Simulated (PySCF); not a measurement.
**17O chemical shifts**

All values are calculated (PySCF): PBE0/pcSseg-1 with gauge-including orbitals, coordinates at the GFN2-xTB level. Rapidly exchanging positions averaged, isolated molecule, single conformer, no relativistic terms.

Shieldings were converted by a linear fit to measured shifts: 17O (scatter 10.7 ppm rms, 12.2 ppm with the 3 outliers that the fit left out vs liquid water, solution or neat liquid). A few per cent of atoms miss by over 2 rms, more outside the fitted compound classes.

Give the 17O shifts of `C[Si@@H]1[SiH2]N([SiH3])[Si@H]1O[SiH3]`, `O[Si@@H]([SiH3])O[SiH3]`, `O[Si@@H]([SiH3])O[SiH3]`, `CS[Si@@](O)([SiH3])[SiH2][SiH3]`, `[SiH3]N([SiH3])[Si@@H]1O[SiH2]C[SiH2]1`, `C#CC(=C=S)[SiH2]O`.

Answers


| compound | environment | δ (ppm) |
| --- | --- | --- |
| C[Si@@H]1[SiH2]N([SiH3])[Si@H]1O[SiH3] | oxygen bonded to 2 Si | 15.5 |
| [OH:1][Si@@H:2]([SiH3:3])[O:4][SiH3:5] | O1: oxygen bonded to Si, H | 16.6 |
| [OH:1][Si@@H:2]([SiH3:3])[O:4][SiH3:5] | O4: oxygen bonded to 2 Si | 12.5 |
| [OH:1][Si@@H:2]([SiH3:3])[O:4][SiH3:5] | O1: oxygen bonded to Si, H | 16.6 |
| [OH:1][Si@@H:2]([SiH3:3])[O:4][SiH3:5] | O4: oxygen bonded to 2 Si | 12.5 |
| CS[Si@@](O)([SiH3])[SiH2][SiH3] | oxygen bonded to Si, H | -1.3 |
| [SiH3]N([SiH3])[Si@@H]1O[SiH2]C[SiH2]1 | oxygen bonded to 2 Si, in a 5-membered ring | 35.3 |
| C#CC(=C=S)[SiH2]O | oxygen bonded to Si, H | -17.6 |
